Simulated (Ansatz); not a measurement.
**Counterpoise correction, worked out**

The pair of K⁺ (SMILES [K+], atom 1) and CO (SMILES [C-]#[O+], atoms 2–3), both closed shells, in one local arrangement (a lower one may exist), relaxed at PBE0-D4/def2-TZVP:

K1  (-0.096, -0.028, -2.441)
C2  (0.026, 0.008, 0.663)
O3  (0.070, 0.021, 1.778)
(Å)

Program: Ansatz 0.2.0. Basis: def2-TZVPPD. Cores are frozen in the correlated methods. The outer core shell of Li, Na, Mg and K is correlated. The def2 sets are not built for correlating such inner shells, so the correlated values are less sure here.

CCSD(T) total energies in eV:

| system | geometry | basis functions | energy |
| --- | --- | --- | --- |
| pair | pair | all | -19383.78176 |
| K⁺ | as in the pair | all (partner as ghosts) | -16304.26566 |
| CO | as in the pair | all (partner as ghosts) | -3079.24023 |
| K⁺ | as in the pair | its own | -16304.24723 |
| CO | as in the pair | its own | -3079.23612 |
| K⁺ | free (PBE0-D4 minimum) | its own | -16304.24723 |
| CO | free (PBE0-D4 minimum) | its own | -3079.24785 |

Task: Work out the interaction energy with and without the counterpoise correction, the superposition error, and the binding energy from the relaxed fragments.

Result: Without correction: -19383.78176 − (-16304.24723) − (-3079.23612) = -0.29841 eV.
With correction (each fragment in the whole basis): -19383.78176 − (-16304.26566) − (-3079.24023) = -0.27587 eV = -6.36 kcal/mol.
The superposition error is the difference, 0.02254 eV, 8 % of the uncorrected value: each fragment borrows its partner's functions.
Deformation from the free shapes: 0.00000 eV for K⁺ and 0.01173 eV for CO.
Binding energy from relaxed fragments: -0.27587 + 0.00000 + 0.01173 = -0.26414 eV = -6.09 kcal/mol (electronic, without zero-point energy; negative means bound). For comparison, the corrected interaction energy by CCSD(T) at an estimated basis limit (MP2 extrapolated from triple and quadruple zeta, plus CCSD(T) − MP2 in triple zeta) is -0.290 eV; triple zeta with the correction binds less.

T1 diagnostic: at most 0.020.

For scale, one of the runs: CCSD(T)/def2-TZVPPD, 113 basis functions, launched by `ansatz run in.yaml --threads 2 --pin off --events-out ev --progress --plain --max-ram 5222MiB`. The run took about 2 s on 2 CPU threads of an Arm Neoverse V2 (shared host).
